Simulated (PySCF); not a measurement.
C₂H₇AlFN.

```xyz
12

Al    -0.0745     0.5604     0.0000
F     -1.0622     1.9111     0.0000
C     -0.8438    -1.2334     0.0000
C      0.1801    -2.3806     0.0000
H     -1.5154    -1.3163    -0.8747
H     -1.5154    -1.3163     0.8747
H      0.8361    -2.3432     0.8859
H      0.8361    -2.3432    -0.8859
H     -0.3042    -3.3719     0.0000
N      1.6691     0.8559     0.0000
H      2.1113     1.7702     0.0000
H      2.3776     0.1285     0.0000
```
Charge 0, spin multiplicity 1.

Geometry: B3LYP-D3(BJ)/def2-SVP. The structure was generated by enumeration; whether it is a known compound was not checked. Other conformers were not sampled.

The numbers are results of PySCF with HF/pcSseg-1, not measurements. Non-relativistic, no solvent.

Computed absolute GIAO shielding of each atom: isotropic value and principal components (ppm):
```
atom  σ(iso)    σ11    σ22    σ33   span
----  ------  -----  -----  -----  -----
Al1    447.8  396.8  398.3  548.1  151.3
F2     384.5  322.9  380.4  450.2  127.2
C3     197.0  185.0  195.0  210.8   25.8
C4     180.8  175.9  176.4  190.1   14.3
H5      31.6   26.6   29.2   38.9   12.4
H6      31.6   26.6   29.2   38.9   12.4
H7      30.8   26.3   29.2   37.0   10.7
H8      30.8   26.3   29.2   37.0   10.7
H9      30.3   24.9   27.7   38.2   13.3
N10    255.3  238.8  243.3  283.6   44.8
H11     31.0   23.5   25.8   43.5   20.0
H12     30.9   23.5   27.9   41.3   17.8
```
